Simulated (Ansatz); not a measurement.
W₆S₁₅⁺, a cluster. Total charge 1; doublet. Geometry PBE-D4/def2-SVP, that of the neutral singlet.

```xyz
21

W    -3.117   -0.111    1.480
W    -1.011   -1.327   -0.355
W     0.991   -2.531   -2.129
W    -0.539    1.223    1.059
W     1.550    0.104   -0.704
W     2.126    2.641    0.649
S    -2.369    0.835   -0.531
S    -1.024   -0.912    2.170
S    -4.598   -1.758    1.153
S    -3.723    1.471    2.804
S    -0.154   -0.520   -2.509
S     1.191   -2.266    0.192
S    -2.729   -2.679   -0.373
S     2.979   -2.591   -3.158
S    -0.342   -4.171   -2.526
S     0.505    2.304   -1.012
S     1.850    0.558    1.690
S    -0.595    3.047    2.265
S     3.324   -0.368   -1.892
S     4.065    2.699   -0.279
S     1.619    4.349    2.005
```

In the def2 sets W takes a core potential; there is no spin–orbit coupling. Single mean-field runs in def2-TZVP are fitted with def2-universal-jkfit. At PBE-D4/def2-TZVP, BLYP-D4/def2-TZVP an occupied level of the charge 1 doublet lies above an empty one (by up to 0.01 eV), so this SCF solution is probably not the lowest. At PBE-D4/def2-TZVP, BLYP-D4/def2-TZVP, r2SCAN-D4/def2-TZVP the gap within one spin of the charge 1 doublet nearly closes, so an electron or hole may be smeared out by delocalisation error. At PBE0-D4/def2-TZVP, r2SCAN0-D4/def2-TZVP the charge 1 doublet is spin-contaminated (final ⟨S²⟩ up to 1.06, 0.75 for a pure state).

Estimate the α-spin orbital energies around the gap (eV) in Ansatz with PBE-D4/def2-TZVP, BLYP-D4/def2-TZVP, r2SCAN-D4/def2-TZVP, PBE0-D4/def2-TZVP, r2SCAN0-D4/def2-TZVP.


| orbital | PBE-D4/def2-TZVP | BLYP-D4/def2-TZVP | r2SCAN-D4/def2-TZVP | PBE0-D4/def2-TZVP | r2SCAN0-D4/def2-TZVP |
| --- | --- | --- | --- | --- | --- |
| HOMO−9 | -10.46 | -10.22 | -10.77 | -11.51 | -11.71 |
| HOMO−8 | -10.37 | -10.14 | -10.67 | -11.51 | -11.70 |
| HOMO−7 | -10.25 | -10.02 | -10.56 | -11.37 | -11.59 |
| HOMO−6 | -10.17 | -9.94 | -10.45 | -11.21 | -11.37 |
| HOMO−5 | -9.90 | -9.65 | -10.19 | -10.96 | -11.16 |
| HOMO−4 | -9.54 | -9.32 | -9.81 | -10.56 | -10.74 |
| HOMO−3 | -9.50 | -9.27 | -9.77 | -10.47 | -10.70 |
| HOMO−2 | -9.29 | -9.07 | -9.55 | -10.26 | -10.43 |
| HOMO−1 | -9.07 | -8.83 | -9.37 | -10.01 | -10.25 |
| HOMO | -8.89 | -8.66 | -9.12 | -9.71 | -9.87 |
| LUMO | -8.06 | -7.83 | -8.19 | -7.82 | -7.86 |
| LUMO+1 | -7.49 | -7.28 | -7.53 | -6.90 | -6.95 |
| LUMO+2 | -7.44 | -7.23 | -7.48 | -6.85 | -6.84 |
| LUMO+3 | -7.41 | -7.21 | -7.45 | -6.81 | -6.81 |
| LUMO+4 | -7.37 | -7.17 | -7.42 | -6.75 | -6.73 |
| LUMO+5 | -7.23 | -7.02 | -7.23 | -6.53 | -6.52 |
| β HOMO | -8.82 | -8.60 | -9.02 | -9.62 | -9.80 |
| β LUMO | -8.82 | -8.61 | -8.93 | -8.47 | -8.45 |
